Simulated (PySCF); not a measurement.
**Ni⁺: excitation energy**

Ni⁺ [Ar] 3d9 (2D) → Ni⁺ [Ar] 3d8 4p1 (high-spin determinant), as a difference of total energies. Calculation: PySCF 2.14, in def2-TZVPPD (6s6p4d2f1g, 67 functions); no relativity, point nucleus. Correlated levels: valence and next inner shell: [Ne] frozen. The calculations carry no spin-orbit coupling.

| method | excitation energy (cm⁻¹) |
| --- | --- |
| UHF | 34881 |
| MP2 (valence and next inner shell) | 62311 |
| SCS-MP2 (valence and next inner shell) | 59383 |
| CCSD (valence and next inner shell) | 52585 |
| CCSD(T) (valence and next inner shell) | 53511 |

A first-order spin-orbit estimate (lowest level to lowest level, LS coupling) adds -0.026 eV.

The determinant of the upper state mixes LS terms, which raises its energy above the lowest term, most at the Hartree-Fock and MP2 levels.
